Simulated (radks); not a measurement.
Results of a calculation; reference values are marked as such.
Charge is removed step by step from the 5s1/2 level of neutral caesium, starting from [Xe] 6s1. Code: a radial shooting solver on a logarithmic mesh with Libxc functionals. Model: Dirac Kohn-Sham, BLYP, spin-unpolarised, spherical densities, finite nucleus; Fermi nuclear charge, rms radius 4.8041 fm.

| removed (e) | E - E(0) (eV) | eigenvalue (eV) | E minus straight line (eV) |
|---|---|---|---|
| 0 | 0.000 | -26.466 | 0.000 |
| 0.125 | 3.382 | -27.655 | -0.548 |
| 0.25 | 6.915 | -28.873 | -0.945 |
| 0.375 | 10.602 | -30.117 | -1.188 |
| 0.5 | 14.445 | -31.384 | -1.275 |
| 0.625 | 18.448 | -32.671 | -1.202 |
| 0.75 | 22.614 | -33.978 | -0.966 |
| 0.875 | 26.944 | -35.302 | -0.566 |
| 1 | 31.440 | -36.644 | 0.000 |

Removing the whole electron costs 31.440 eV by Delta-SCF, against 26.466 eV from minus the eigenvalue at the starting occupation. Slater's transition state (half an electron removed) gives 31.384 eV. Integrating minus the eigenvalue over the occupation (Janak's theorem) gives 31.440 eV. The mean slope of the eigenvalue, de/dn, is 10.2 eV per electron.
